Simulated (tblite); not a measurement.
C₃H₇FS₂Si.
Structure used (GFN2-xTB), in Å, numbered top down from 1:
```
atom  x, y, z in Å
F1    -0.5664   -1.2032    1.3975
C2    -0.6016   -1.3014    0.0280
C3    -1.2881   -0.0858   -0.5615
Si4   -0.5102    1.5574    0.0242
S5     1.5852    1.4842   -0.4522
C6     1.9471   -0.1729    0.2166
S7     1.1024   -1.5511   -0.6021
H8    -1.1224   -2.2362   -0.2102
H9    -2.3391   -0.1174   -0.2704
H10   -1.2464   -0.1740   -1.6474
H11   -0.6507    1.6822    1.4712
H12   -1.0252    2.6653   -0.7586
H13    3.0093   -0.3467    0.0664
H14    1.7055   -0.2008    1.2764
```

All values are computed: GFN2-xTB (tblite) harmonic vibrations without scaling, gas phase. Errors from tens to a few hundred cm⁻¹ against measured bands are possible. Modes of hydrogen on silicon can be 10 to 20 % off. One conformer, not necessarily the lowest.

Harmonic wavenumbers (cm⁻¹): 84.9, 114.3, 195.2, 203.7, 265.1, 315.9, 364.2, 456.9, 492.4, 558.2, 587.7, 623.7, 650.9, 679.3, 702.2, 733.0, 747.6, 797.1, 818.5, 940.9, 1068.2, 1094.8, 1135.2, 1173.7, 1191.1, 1244.6, 1286.9, 1391.4, 1442.4, 2304.2, 2377.4, 2926.3, 2978.0, 2993.0, 2998.1, 3029.9.

A = 1941, B = 1483, C = 1031 MHz; mass 153.974 u (most abundant isotopes); point group C1, symmetry number 1.

Question: Zero-point energy?

Answer: ½Σν̃ = 20483 cm⁻¹ = 245.04 kJ/mol.

Question: Entropy at 350 K, 1 bar (ideal gas, RRHO, classical rotation)?

Answer: Translation 175.01, rotation 123.64, vibration 104.99: S = 403.6 J/(mol K).

Question: And Cp and H(350 K) − H(0)?

Answer: Cp = 159.52 J/(mol K), of which vibrations give 126.27 (their classical limit is 36 R = 299.3); H(350 K) − H(0) = 32.72 kJ/mol without the zero-point energy, 21.08 from vibrations.

Question: How do the functions run with temperature in this model?

Answer: 
```tsv
T (K)	S (J/(mol K))	Cp (J/(mol K))	H − H(0) (kJ/mol)	G − H(0) (kJ/mol)	ln q(vib)
150	304.3	82.9	8.17	-37.47	1.51
250	356.1	123.6	18.50	-70.54	3.36
298.15	379.5	141.8	24.90	-88.25	4.32
400	425.9	174.6	41.08	-129.30	6.42
600	505.8	218.7	80.77	-222.72	10.57
900	602.5	257.4	152.72	-389.55	16.36
```

q(vib) and H(0) count from the zero-point level.

Question: Which modes carry the vibrational entropy at 350 K?

Answer: 84.9 cm⁻¹: 17.11; 114.3 cm⁻¹: 14.67; 195.2 cm⁻¹: 10.36; 203.7 cm⁻¹: 10.03; 265.1 cm⁻¹: 8.00; 315.9 cm⁻¹: 6.70 J/(mol K); the other 30 give 38.12 together.

Question: What must be added to the electronic energy to get the Gibbs energy at 350 K and 1 bar?

Answer: ZPE + [H(350 K) − H(0)] − T·S = 245.04 + 32.72 − 141.27 = 136.49 kJ/mol.

Question: Blend soft modes into free rotors: weight 1/[1 + (100 cm⁻¹/ν̃)⁴] for the oscillator and the rest for a rotor with moment μB/(μ + B), μ = h/(8π²ν), B = 10⁻⁴⁴ kg m². What vibrational entropy results?

Answer: 101.51 J/(mol K) in place of 104.99, which changes −T·S at 350 K by +1.22 kJ/mol.

Hindered rotation and anharmonicity are outside this model. Other conformers, if any are populated, would add a mixing term that is left out. The structure is chiral; the term R ln 2 for an equal mix with its mirror image is left out.
